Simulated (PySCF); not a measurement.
A PySCF script (with the pyscf-properties extension) for the NMR shieldings of SMILES CC[Si@H]1OB[SiH2]O[SiH2]1, C₂H₁₁BO₂Si₃, on a GFN2-xTB geometry:

```python
import basis_set_exchange as bse
import numpy as np
from pyscf import gto, dft
from pyscf.prop import nmr

atoms = """
C    -3.090951   -0.275220   -0.429427
C    -1.983444    0.395526    0.372211
Si   -0.357500    0.459826   -0.619952
O     0.620297    1.471063    0.243065
B     1.854163    1.577662    0.714315
Si    3.139978    0.102512    0.434543
O     2.301242   -1.108721   -0.309392
Si    0.819422   -1.516859   -0.843726
H    -2.815707   -1.295444   -0.689295
H    -3.271807    0.268496   -1.353596
H    -4.021878   -0.305221    0.134510
H    -1.849334   -0.144441    1.312700
H    -2.299710    1.405562    0.639588
H    -0.553511    1.283435   -1.830695
H     2.095453    2.582128    1.294972
H     3.685723   -0.571058    1.624035
H     4.258367    0.323556   -0.495763
H     0.407441   -2.637403    0.016444
H     1.051953   -2.006147   -2.206836
"""
names = dict.fromkeys(["C", "Si", "O", "B", "H"], "pcSseg-1")
basis = {el: gto.basis.parse(bse.get_basis(n, elements=[el], fmt="nwchem")) for el, n in names.items()}
mol = gto.M(atom=atoms, basis=basis, charge=0, verbose=0)
mf = dft.RKS(mol, xc="PBE0")
mf.grids.level = 2
mf.grids.alignment = dft.numint.BLKSIZE   # the property module wants whole blocks of grid points
mf.conv_tol = 1e-9
mf.kernel()

calc = nmr.RKS(mf)   # GIAO
C = mf.mo_coeff
Co = C[:, mf.mo_occ > 0]
resp = mf.gen_response(singlet=True, hermi=2)
def vind(x):   # induced exchange potential for any number of trial vectors
    d = np.einsum("pi,xij,qj->xpq", C, 2 * x.reshape(-1, C.shape[1], Co.shape[1]), Co, optimize=True)
    return np.einsum("xpq,pi,qj->xij", resp(d - d.transpose(0, 2, 1)), C, Co, optimize=True).ravel()
mo1, _ = nmr.rhf.solve_mo1(calc, with_cphf=vind)
sigma = calc.kernel(mo1)
for i, s in enumerate(sigma):   # ppm
    print("%2d %-2s %9.2f" % (i, mol.atom_pure_symbol(i), np.trace(s) / 3))
```

Q: What does it print?

A: 
```
 0 C     180.28
 1 C     173.03
 2 Si    365.98
 3 O      70.49
 4 B      38.07
 5 Si    393.60
 6 O     366.34
 7 Si    386.51
 8 H      31.21
 9 H      30.91
10 H      30.29
11 H      30.42
12 H      30.14
13 H      26.12
14 H      25.27
15 H      26.47
16 H      26.46
17 H      26.00
18 H      25.97
```

These numbers come from an equivalent density-fitted implementation of the same equations, which agrees with the script to about 0.01 ppm for H and up to a few tenths of a ppm for heavy atoms, so last digits may differ.

Size and cost of the density-fitted run: 212 basis functions, 89 s wall time on 1 thread of an Arm Neoverse N1, shared host; peak memory 0.94 GiB.
